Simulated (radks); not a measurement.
Values are calculated unless marked as measured or tabulated.
Initial-state core-level shifts of the nickel ion Ni2+ when its valence configuration changes from [Ar] 3d8. Code: a radial shooting solver on a logarithmic mesh with Libxc functionals. Model: scalar-relativistic Kohn-Sham, PBE, spin-polarised, spherical densities, finite nucleus; open shells are filled with parallel spins first; Fermi nuclear charge, rms radius 3.7757 fm. Shifts are changes of the shell-averaged eigenvalues in eV (positive: less bound); the change of the density at the nucleus, which sets a Mossbauer isomer shift, is in e/bohr^3, on a base of 1.977e+04.

valence               1s       2s       2p       3s  density at nucleus
3d7 4p1           -9.048   -9.898   -9.816   -8.748              +2.506
3d7 4s1           -7.601   -8.514   -8.434   -7.297             +15.638
3d5 4s2 4p1      -27.612  -30.794  -30.535  -25.416             +42.156
3d6 4s2          -16.489  -18.443  -18.280  -15.500             +34.114
3d6 4s1 4p1      -17.650  -19.621  -19.449  -16.639             +20.902
3d6.5 4s0.5 4p1  -13.224  -14.612  -14.486  -12.624             +11.164
3d6 4p2          -19.004  -20.933  -20.756  -17.994              +5.907
3d7.5 4p0.5       -4.400   -4.795   -4.756   -4.295              +1.138
3d6.5 4s1 4p0.5  -12.519  -13.934  -13.809  -11.919             +18.149
